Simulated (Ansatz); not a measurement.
`Cl[C]1=[CH][GeH2][AlH]1`, relaxed with RKS PBE-D4/def2-SVP in the Gaussian-basis code of Ansatz from a rough embedded geometry. The force threshold is 0.03 eV/Å; the program also tests the step.

Charge 0, multiplicity 1.

Start:

```xyz
9

Cl   -0.820    2.429    1.568
C    -0.300    0.978    0.711
C    -0.544   -0.348    0.989
Ge    0.001   -1.144   -0.588
Al    1.054    0.789   -0.754
H    -1.137   -0.776    1.823
H     0.944   -2.360   -0.409
H    -1.141   -1.310   -1.619
H     1.943    1.742   -1.721
```

| step | energy (eV) | largest force (eV/Å) | largest move (Å) |
| --- | --- | --- | --- |
| 1 | -77739.9818 | 3.176 | 0.000 |
| 2 | -77740.7606 | 1.045 | 0.195 |
| 3 | -77740.8979 | 0.885 | 0.195 |
| 4 | -77740.9463 | 0.502 | 0.200 |
| 5 | -77740.9827 | 0.124 | 0.116 |
| 6 | -77740.9910 | 0.116 | 0.084 |
| 7 | -77740.9934 | 0.012 | 0.050 |
| 8 | -77740.9938 | 0.025 | 0.036 |

End:

```xyz
9

Cl   -0.527    2.305    1.903
C    -0.146    1.054    0.736
C    -0.656   -0.214    0.814
Ge    0.045   -1.290   -0.718
Al    0.977    0.987   -0.880
H    -1.343   -0.541    1.620
H     0.854   -2.523   -0.220
H    -1.112   -1.823   -1.613
H     1.907    2.045   -1.641
```

Run time 11 s (4 threads of an Arm Neoverse V2 on a shared host); peak host memory 0.17 GiB.
